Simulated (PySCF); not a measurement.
Compound: H₁₀N₃PSi₃.
Atom-mapped SMILES: `[PH2:1][SiH:2]1[NH:3][SiH2:4][NH:5][SiH2:6][NH:7]1` (hydrogens: H8, H9 on P1; H10 on Si2; H11 on N3; H12, H13 on Si4; H14 on N5; H15, H16 on Si6; H17 on N7)

The geometry is computed with GFN2-xTB (gas phase).

Task: Give the optimised bond lengths and angles.

Result: 
```tsv
bond	length (Å)	order
P1–Si2	2.241	single
Si2–N3, Si2–N7	1.723	single
N3–Si4, Si6–N7	1.726	single
Si4–N5, N5–Si6	1.727	single
P1–H8, P1–H9	1.380	single
Si2–H10	1.475	single
N3–H11, N7–H17	1.005	single
Si4–H12, Si6–H15	1.467	single
Si4–H13, Si6–H16	1.469	single
N5–H14	1.005	single
```

Bonds in one row agree within 0.01 Å and their mean is given. Orders are formal, as drawn. A selection of angles:
```tsv
angle	degrees
Si2–P1–H8	93.8
H8–P1–H9	92.2
P1–Si2–N3	107.8
P1–Si2–H10	114.1
N3–Si2–N7	109.1
N3–Si2–H10	108.9
Si2–N3–Si4	124.1
Si2–N3–H11	118.9
Si4–N3–H11	116.7
N3–Si4–N5	105.9
N3–Si4–H12	110.9
N3–Si4–H13	108.2
N5–Si4–H12	106.5
N5–Si4–H13	113.1
H12–Si4–H13	112.1
Si4–N5–Si6	129.1
Si4–N5–H14	114.5
Si6–N5–H14	114.5
```

Dihedral angles: P1–Si2–N3–Si4 155° (antiperiplanar); Si2–N3–Si4–N5 -4° (synperiplanar); N3–Si4–N5–Si6 -37° (synclinal); Si4–N5–Si6–N7 33° (synclinal); N5–Si6–N7–Si2 12° (synperiplanar); P1–Si2–N7–Si6 -160° (antiperiplanar). The mirror-image conformer, all signs reversed, is as good.

Si2 (SiH silicon) is distorted tetrahedral (angles from 107.8° to 114.1°). P1 (three-coordinate phosphorus) is pyramidal (angles 94.0°, 93.8° and 92.2°, sum 280.1°, 0.85 Å off the plane of its three neighbours). Si4 (SiH2 silicon) is distorted tetrahedral (angles from 105.9° to 113.1°). N3 (nitrogen bridging silicon atoms) is planar (angles 124.1°, 118.9° and 116.7°, sum 359.7°, 0.04 Å off the plane of its three neighbours). The 6-membered ring Si2–N3–Si4–N5–Si6–N7 has internal angles of 105.9° to 129.1° (sum 698°, against 720° for a flat polygon); it is puckered, 0.23 Å rms from its mean plane, widest ring torsion 43°. N5 (nitrogen bridging silicon atoms) is almost planar (angles 129.1°, 114.5° and 114.5°, sum 358.0°, 0.11 Å off the plane of its three neighbours).

Point group: near Cs, missed by 0.18 Å at most; the miss may be what the optimiser left on a soft mode. No GFN2-xTB frequencies stand behind this structure, so it isn't proved a minimum. One conformer, not necessarily the lowest (H–P1–Si2–N3 76° and 168°, P1–Si2–N3–Si4 155°, Si2–N3–Si4–N5 -4°, N3–Si4–N5–Si6 -37°, Si4–N5–Si6–N7 33°).
